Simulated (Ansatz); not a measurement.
B₆Pt⁺: single points at one geometry.

```yaml
crystal:
  periodic: [false, false, false]
  atoms:
    - {symbol: Pt, position_ang: [0.393743, -1.876372, -0.615929]}
    - {symbol: B, position_ang: [0.865693, 0.820043, 0.854527]}
    - {symbol: B, position_ang: [0.166714, -0.629762, 1.088322]}
    - {symbol: B, position_ang: [0.895773, 2.038000, -0.133436]}
    - {symbol: B, position_ang: [-0.966875, -0.254275, -0.781236]}
    - {symbol: B, position_ang: [-1.174792, -1.264093, 0.458139]}
    - {symbol: B, position_ang: [-0.180255, 1.166460, -0.870367]}
basis:
  gaussian: {orbitals: def2-TZVP, initial_orbitals: start.molden}
total_charge: 1
magnetization: {spin_polarized: true, initial_magnetization: 1}
hamiltonian: {xc: {name: wB97X-V}}
scf: {omitted_lower_state_checks: [starts]}
output: {orbitals: {seedname: orbitals}}
```

The file start.molden holds the orbitals of an earlier run on this structure, at another level or in another basis.

```sh
$ ansatz run in.yaml --threads 4 --pin off --events-out ev --progress --plain --max-ram 4787MiB
```

It prints (some lines left out):

```
Functional definition: wB97X-V
  name "wB97X-V"
  cite "Mardirossian & Head-Gordon, Phys. Chem. Chem. Phys. 16, 9904 (2014) doi:10.1039/C3CP54374A"
  cite "Becke, J. Chem. Phys. 107, 8554 (1997) doi:10.1063/1.475007"
  cite "Vydrov & Van Voorhis, J. Chem. Phys. 133, 244103 (2010) doi:10.1063/1.3521275"
  parameter omega = 0.3/bohr
  parameter cx = 0.167
  parameter cx1 = 0.603
  parameter cx2 = 1.194
  parameter css0 = 0.556
  parameter css1 = -0.257
  parameter cos0 = 1.219
  parameter cos1 = -1.850
  parameter b = 6.0
  parameter c = 0.01
  exchange = spin_sum(e_x_unif_sr(omega)*poly(b97_u_x, 1 - cx, cx1, cx2)) + cx*exact_x_sr(omega) + exact_x_lr(omega)
  correlation = spin_sum(e_c_pw_same_spin*poly(b97_u_same, css0, css1))
      + integral(e_c_pw_opposite_spin*poly(b97_u_opposite, cos0, cos1)) + vv10(b, c)
these checks for a lower state are left out or cut short: starts
1410 factors; their error is unknown
356 factors; integrals over basis functions are off by at most 8.2e-6 eV
mean field evaluation 1: about -7288.4262 eV, gradient 6.2e0 eV
mean field evaluation 2: about -7288.5632 eV, gradient 2.2e-1 eV
mean field evaluation 4: about -7288.5728 eV, gradient 1.2e-2 eV
mean field evaluation 8: about -7288.5728 eV, gradient 1.9e-5 eV
mean field -7288.57275310 eV, -267.8501083044 hartree, gradient 2.0e-5 eV, S^2 0.965706; 0 other end points of the search recorded, 0 dependent functions left out
reference -7288.57275161 eV, -267.8501082497 hartree; 24, 23 occupied and 202, 203 virtual orbitals, 1410 factors
Total energy: -7288.57275161 eV, -267.8501082497 hartree
Checks for a lower state left out: starts
```

Run time 23 s (4 threads of Intel Xeon 6975P-C on a shared host), peak host memory 1.4 GiB.

As the first input, with `gaussian: {orbitals: def2-SVP, initial_orbitals: start.molden}`, `correlation: {method: ccsd_t}`, `scf: {omitted_lower_state_checks: [starts, cluster_reference]}` and without the key `hamiltonian` (abridged; 22 s):

```
Functional definition: HF
mean field -7233.83153817 eV, -265.8384057607 hartree, gradient 2.8e-6 eV, S^2 1.595203
6 core orbitals not correlated: weight in the atoms' cores, before any rotation towards them, 1.000 or more for the frozen orbitals, at most 0.000 for the correlated occupied ones
second order -22.43208065 eV of doubles, -0.00000000 eV of singles
cycle   1  -20.38037249 eV  change     2.1e0 eV  update   2.6e-1
cycle   2  -21.61651637 eV  change    -1.2e0 eV  update   1.3e-1
cycle   3  -21.97297415 eV  change   -3.6e-1 eV  update   7.0e-2
cycle   4  -22.07887004 eV  change   -1.1e-1 eV  update   4.2e-2
cycle   5  -22.09402816 eV  change   -1.5e-2 eV  update   2.4e-2
cycle   6  -22.13613535 eV  change   -4.2e-2 eV  update   1.5e-2
cycle   7  -22.15367364 eV  change   -1.8e-2 eV  update   9.5e-3
cycle   8  -22.15789140 eV  change   -4.2e-3 eV  update   5.5e-3
cycle   9  -22.16618986 eV  change   -8.3e-3 eV  update   3.3e-3
cycle  10  -22.16723629 eV  change   -1.0e-3 eV  update   1.9e-3
cycle  11  -22.16513805 eV  change    2.1e-3 eV  update   1.1e-3
cycle  12  -22.16642783 eV  change   -1.3e-3 eV  update   7.1e-4
cycle  13  -22.16619155 eV  change    2.4e-4 eV  update   4.3e-4
cycle  14  -22.16621824 eV  change   -2.7e-5 eV  update   2.4e-4
cycle  15  -22.16664644 eV  change   -4.3e-4 eV  update   1.2e-4
cycle  16  -22.16658662 eV  change    6.0e-5 eV  update   8.0e-5
cycle  17  -22.16662803 eV  change   -4.1e-5 eV  update   5.8e-5
cycle  18  -22.16667486 eV  change   -4.7e-5 eV  update   4.3e-5
cycle  19  -22.16667327 eV  change    1.6e-6 eV  update   3.0e-5
perturbative correction -1.54129518 eV, -0.0566415530 hartree
Total energy: -7257.53950662 eV, -266.7096575313 hartree
Checks for a lower state left out: starts, cluster_reference
```

First input, but with `correlation: {method: mp2}` and without the key `hamiltonian` (abridged; 6 s):

```
Functional definition: HF
mean field -7238.50748940 eV, -266.0102437988 hartree, gradient 3.7e-6 eV, S^2 1.664652
6 core orbitals not correlated: weight in the atoms' cores, before any rotation towards them, 1.000 or more for the frozen orbitals, at most 0.000 for the correlated occupied ones
second order -26.69950897 eV of doubles, -0.00000000 eV of singles
Total energy: -7265.20699837 eV, -266.9914326560 hartree
Checks for a lower state left out: starts
```

Geometry: r2SCAN-D4/def2-SVP.

In the def2 sets Pt takes a core potential; there is no spin–orbit coupling. Correlated methods freeze 6 core orbitals; core or outer-core shells of Pt are correlated, in sets that lack core-valence functions. At ωB97X-V/def2-TZVP, CCSD(T)/def2-SVP, MP2/def2-TZVP the charge 1 doublet is spin-contaminated (final ⟨S²⟩ up to 1.66, 0.75 for a pure state). At CCSD(T)/def2-SVP T1 of the charge 1 doublet is large (up to 0.051), so the single-reference result is doubtful. Another isomer (doublet) lies 1.86 eV lower at PBE0-D4/def2-TZVP; other spin states weren't run for this one.
